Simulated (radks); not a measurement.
Results of a calculation; reference values are marked as such.
Valence configurations of the argon ion Ar+ (all share [Ne]). Code: a radial shooting solver on a logarithmic mesh with Libxc functionals. Model: scalar-relativistic Kohn-Sham, BLYP, spin-unpolarised, spherical densities, point nucleus. Energies are relative to 3s2 3p5; eigenvalues in eV.

| valence | E (eV) | e(3p) | e(3s) |
|---|---|---|---|
| 3s2 3p5 | 0.000 | -21.972 | -36.518 |
| 3s1.5 3p5.5 | 7.283 | -22.246 | -36.832 |
| 3s1 3p6 | 14.586 | -22.514 | -37.140 |

NIST lists [Ne] 3s2 3p5 as the ground configuration; this level of theory agrees among the configurations tried. The energies are those of spherical spin-averaged densities, not of single terms.
